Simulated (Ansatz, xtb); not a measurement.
**Relative energy of two isomers of C4H8GeSe**

Structure I: `C1=C[Se][GeH2][CH2]C1`, a singlet. Structure II: `C1=[CH][GeH2][Se]CC1`, a singlet. Both are isolated molecules in the gas phase, relaxed with PBE-D3(BJ)/def2-SVP; the shapes shown needn't be the lowest conformers.

I (Å):

```xyz
14

C     0.4836   -1.2472   -1.2096
C    -0.2573   -1.8655   -0.2644
C     0.5179    1.2362   -0.6181
C     0.2510    0.1596   -1.6944
Ge   -0.6992    1.0468    0.9334
Se   -1.7591   -1.0769    0.6396
H     1.3323   -1.8101   -1.6365
H    -0.0437   -2.8998    0.0488
H    -1.8277    2.1148    0.9581
H     0.0713    1.0794    2.2831
H     1.5595    1.1671   -0.2441
H     0.3791    2.2537   -1.0385
H     0.8835    0.3613   -2.5830
H    -0.8092    0.2493   -2.0273
```

II (Å):

```xyz
14

C    -0.0629   -1.1899   -1.0542
C    -0.5853   -0.2318   -1.8500
C     0.9277    0.3134    0.8251
C     0.4842   -1.0651    0.3472
Ge   -0.9214    1.6165   -1.3293
Se   -0.5300    1.6617    1.0036
H    -0.0214   -2.2210   -1.4553
H    -0.9217   -0.5293   -2.8594
H    -0.0020    2.6107   -2.1009
H    -2.4014    2.0016   -1.5971
H     1.7066    0.7366    0.1591
H     1.3597    0.2478    1.8423
H     1.3629   -1.7460    0.4235
H    -0.2643   -1.4866    1.0582
```

Question: Estimate which is lower in electronic energy at CCSD(T)/def2-SVP + ΔMP2/def2-TZVPP, and by roughly how much.

Answer: Not settled: CCSD(T)/def2-SVP + ΔMP2/def2-TZVPP gives E(II) − E(I) = +1.27 kcal/mol, but this leans on the basis-set step: CCSD(T) alone gives +0.89 kcal/mol.

How the difference moves with the method:

```json
{"level": "GFN2-xTB", "geometry": "GFN2-xTB", "E(II) − E(I) (kcal/mol)": "+2.28", "departure from the last row (kcal/mol)": "+1.02", "job, with rough time for the two": "optimisation, 0.15 s"}
{"level": "HF/STO-3G", "geometry": "GFN2-xTB", "E(II) − E(I) (kcal/mol)": "+1.70", "departure from the last row (kcal/mol)": "+0.43", "job, with rough time for the two": "single point, 0.6 s"}
{"level": "r2SCAN-D4/def2-SVP", "geometry": "GFN2-xTB", "E(II) − E(I) (kcal/mol)": "+2.59", "departure from the last row (kcal/mol)": "+1.32", "job, with rough time for the two": "single point, 3.9 s"}
{"level": "PBE-D3(BJ)/def2-SVP", "geometry": "PBE-D3(BJ)/def2-SVP", "E(II) − E(I) (kcal/mol)": "+1.90", "departure from the last row (kcal/mol)": "+0.63", "job, with rough time for the two": "optimisation, 50 s"}
{"level": "HF/def2-SVP", "geometry": "PBE-D3(BJ)/def2-SVP", "E(II) − E(I) (kcal/mol)": "−1.17", "departure from the last row (kcal/mol)": "−2.44", "job, with rough time for the two": "part of the CCSD(T) run"}
{"level": "MP2/def2-SVP", "geometry": "PBE-D3(BJ)/def2-SVP", "E(II) − E(I) (kcal/mol)": "+1.57", "departure from the last row (kcal/mol)": "+0.30", "job, with rough time for the two": "part of the CCSD(T) run"}
{"level": "CCSD(T)/def2-SVP", "geometry": "PBE-D3(BJ)/def2-SVP", "E(II) − E(I) (kcal/mol)": "+0.89", "departure from the last row (kcal/mol)": "−0.37", "job, with rough time for the two": "single point"}
{"level": "CCSD(T)/def2-SVP + ΔMP2/def2-TZVPP", "geometry": "PBE-D3(BJ)/def2-SVP", "E(II) − E(I) (kcal/mol)": "+1.27", "departure from the last row (kcal/mol)": "", "job, with rough time for the two": "single point, 1.8 min"}
```

As drawn, both hold the same kinds of bond in the same numbers.

HF/def2-SVP puts the two in the other order. The largest departure from CCSD(T)/def2-SVP + ΔMP2/def2-TZVPP is that of HF/def2-SVP, 2.44 kcal/mol. The last row adds to CCSD(T) the change of the MP2 difference between the two basis sets, here +0.37 kcal/mol.

With thermal terms from frequencies at re-optimised GFN2-xTB minima (ideal gas, soft modes damped towards free rotors, one conformer each, 298.15 K, 1 atm): on the last row, ΔE + ΔZPE = +1.32, ΔH = +1.33, ΔG = +1.27 kcal/mol.

The correlated steps freeze 22 core orbitals; the filled d shell of Ge and Se is correlated, in a basis made for valence electrons. Codes used: Ansatz 0.2.0, xtb 6.7.1; the last row on 4 threads of Arm Neoverse V2 on a shared host.
